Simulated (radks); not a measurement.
Q: The mean radii <r> (bohr) of the occupied orbitals of an atom or ion are listed with their occupations. All-electron calculation, Dirac Kohn-Sham, PBE, spin-unpolarised, spherical densities, finite nucleus; Fermi nuclear charge, rms radius of each element as measured or else 0.836 A^(1/3) + 0.57 fm. Program: a radial shooting solver on a logarithmic mesh with Libxc functionals.

orbital  occ.      <r>
1s1/2       2  0.02969
2s1/2       2   0.1257
2p1/2       2   0.1062
2p3/2       4   0.1112
3s1/2       1   0.3028

Name the element and its charge. Open shells, if any, fill j = l - 1/2 first.

A: Z = 49, indium, charge +38: In38+ in [Ne] 3s1. The 1s radius gives Z: for a bare nucleus <r> = (2 gamma + 1)/(2Z) with gamma = sqrt(1 - (Z/c)^2), 0.02926 bohr for Z = 49, and screening makes it slightly larger (0.02969 here). The occupations add up to 11, and the charge is Z minus that.
